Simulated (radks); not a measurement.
Results of a calculation; reference values are marked as such.
Species: As. Configuration: [Ar] 3d10 4s1.75 4p3 5p0.25 (fractional occupations, a model configuration).

Level of theory: Dirac Kohn-Sham, exchange-only PBE, spin-unpolarised, spherical densities, finite nucleus; open shells are shared between the two j in proportion to 2j + 1; Fermi nuclear charge, rms radius 4.0968 fm (a radial shooting solver on a logarithmic mesh with Libxc functionals).

Energy parts (hartree):
total: -2259.21562
kinetic: 2311.57888
electron-nucleus: -5453.81179
Hartree: 965.04794
exchange: -82.03065

Orbitals (lengths in bohr, moments of r in powers of bohr):
[
 {"orbital": "1s1/2", "occ.": "2", "eigenvalue (hartree)": "-430.6248", "<r^4>": "0.00001999", "<r^2>": "0.002786", "<r>": "0.04550", "small-component weight": "1.43e-02"},
 {"orbital": "2s1/2", "occ.": "2", "eigenvalue (hartree)": "-54.65463", "<r^4>": "0.004068", "<r^2>": "0.04843", "<r>": "0.2025", "small-component weight": "2.78e-03"},
 {"orbital": "2p1/2", "occ.": "2", "eigenvalue (hartree)": "-48.83848", "<r^4>": "0.002836", "<r^2>": "0.03746", "<r>": "0.1746", "small-component weight": "2.77e-03"},
 {"orbital": "2p3/2", "occ.": "4", "eigenvalue (hartree)": "-47.49436", "<r^4>": "0.003041", "<r^2>": "0.03893", "<r>": "0.1783", "small-component weight": "2.72e-03"},
 {"orbital": "3s1/2", "occ.": "2", "eigenvalue (hartree)": "-7.02088", "<r^4>": "0.2739", "<r^2>": "0.4128", "<r>": "0.5983", "small-component weight": "6.49e-04"},
 {"orbital": "3p1/2", "occ.": "2", "eigenvalue (hartree)": "-5.06781", "<r^4>": "0.3309", "<r^2>": "0.4378", "<r>": "0.6101", "small-component weight": "5.98e-04"},
 {"orbital": "3p3/2", "occ.": "4", "eigenvalue (hartree)": "-4.88306", "<r^4>": "0.3545", "<r^2>": "0.4531", "<r>": "0.6208", "small-component weight": "5.82e-04"},
 {"orbital": "3d3/2", "occ.": "4", "eigenvalue (hartree)": "-1.54447", "<r^4>": "0.7865", "<r^2>": "0.5782", "<r>": "0.6759", "small-component weight": "4.55e-04"},
 {"orbital": "3d5/2", "occ.": "6", "eigenvalue (hartree)": "-1.51769", "<r^4>": "0.8101", "<r^2>": "0.5865", "<r>": "0.6807", "small-component weight": "4.50e-04"},
 {"orbital": "4s1/2", "occ.": "1.75", "eigenvalue (hartree)": "-0.56322", "<r^4>": "30.14", "<r^2>": "4.254", "<r>": "1.921", "small-component weight": "8.19e-05"},
 {"orbital": "4p1/2", "occ.": "1", "eigenvalue (hartree)": "-0.22227", "<r^4>": "103.7", "<r^2>": "7.372", "<r>": "2.489", "small-component weight": "4.99e-05"},
 {"orbital": "4p3/2", "occ.": "2", "eigenvalue (hartree)": "-0.21176", "<r^4>": "113.8", "<r^2>": "7.710", "<r>": "2.544", "small-component weight": "4.79e-05"},
 {"orbital": "5p1/2", "occ.": "0.0833333", "eigenvalue (hartree)": "-0.01358", "<r^4>": "69650", "<r^2>": "196.1", "<r>": "12.85", "small-component weight": "2.08e-06"},
 {"orbital": "5p3/2", "occ.": "0.166667", "eigenvalue (hartree)": "-0.01326", "<r^4>": "74390", "<r^2>": "203.4", "<r>": "13.10", "small-component weight": "2.02e-06"}
]

The highest occupied level is 5p3/2 at -0.361 eV. Summed over all electrons, <r^2> = 90.16 bohr^2, which gives a Langevin (diamagnetic) susceptibility term of -71.4 x 10^-6 cm^3/mol. The density falls to 0.001 e/bohr^3 at r = 4.36 bohr. The electron density at the nucleus is 3.556e+04 e/bohr^3.
